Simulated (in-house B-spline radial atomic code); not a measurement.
# Tb²⁺: [Ar] 3d10 4s1 4p6 4d10 4f8 5s2 5p6 6s2 (with a hole in an inner shell)

Level of theory: Dirac-Kohn-Sham B3LYP, spherical fractional occupations, Fermi nucleus of rms radius 5.06 fm; calculated with a B-spline radial code for spherical atoms.

Effective charges: Z_r = [3n² - l(l+1)]/(2<r>) from the radius, Z_e = n√(-2ε) from the energy, and Slater's rules. Values are occupation-weighted means over j. An effective charge above Z reflects the relativistic contraction of the inner shells.

```tsv
shell	electrons	ε (eV)	<r> (bohr)	Z_r	Z_e	Slater
1s	2	-51946	0.02151	69.74	61.79	64.70
2s	2	-8668.8	0.09094	65.98	50.48	60.85
2p	6	-7739.5	0.08053	62.09	47.70	60.85
3s	2	-1965.9	0.2388	56.53	36.06	53.75
3p	6	-1675.1	0.2372	52.69	33.29	53.75
3d	10	-1280.3	0.2164	48.53	29.10	43.85
4s	1	-421.01	0.5395	44.49	22.25	37.60
4p	6	-326.95	0.5692	40.41	19.61	37.60
4d	10	-189.23	0.6161	34.08	14.92	26.85
5s	2	-77.79	1.273	29.47	11.96	13.30
5p	6	-52.236	1.46	25.00	9.80	13.30
4f	8	-37.815	0.7737	23.26	6.67	17.55
6s	2	-18.99	3.115	17.33	7.09	4.85
```

The least bound orbital is 6s1/2 at -18.99 eV, and it is also the most diffuse (<r> = 3.115 bohr). The part-filled 4s shell lies below the filled 6s shell in orbital energy.

Spin-orbit splittings of the orbital energies (j = l + 1/2 above j = l - 1/2 when positive): 2p 747.3 eV, 3p 154.9 eV, 3d 33.74 eV, 4p 35.07 eV, 4d 6.441 eV, 5p 5.351 eV, 4f 0.9359 eV.

For the 1s electron the small component carries 5.88 % of the norm, the zero-frequency Breit interaction raises the level by 158.6 eV, self-energy by 95.45 eV, and vacuum polarisation lowers it by 15.79 eV.

Caution: exact exchange at fractional occupations of open shells leaves self-interaction of up to several eV.
